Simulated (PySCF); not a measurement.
Computed shifts of a molecule C4H5BFN, HF/pcSseg-1 run with PySCF, GIAO, gas phase, equivalent atoms averaged, in ppm (number of nuclei): ¹³C: 175.0 (1), 112.7 (1), 87.1 (1), 54.0 (1). ¹⁹F: -38.0 (1). ¹⁵N: 523.2 (1). ¹H: 8.27 (1), 4.10 (3), 3.78 (1). References: ¹³C against TMS (σ = 192.6 ppm); ¹¹B against BF3 (σ = 102.7 ppm); ¹⁹F against CFCl3 (σ = 238.5 ppm); ¹⁵N against NH3 (σ = 267.3 ppm); ¹H against TMS (σ = 31.99 ppm), references at their B3LYP-D3(BJ)/def2-TZVP geometries, non-relativistic. Coordinates come from a B3LYP-D3(BJ)/def2-SVP optimisation. One conformer was computed; it need not be the lowest.

**Question.** Pick the molecule that these values belong to.
(A) C=C(F)B1C=NC1
(B) C#CB(F)/C=N/C
(C) C=C=C1CNB1F
(D) CB1C=NC(F)=C1

**Answer.** B, C#CB(F)/C=N/C
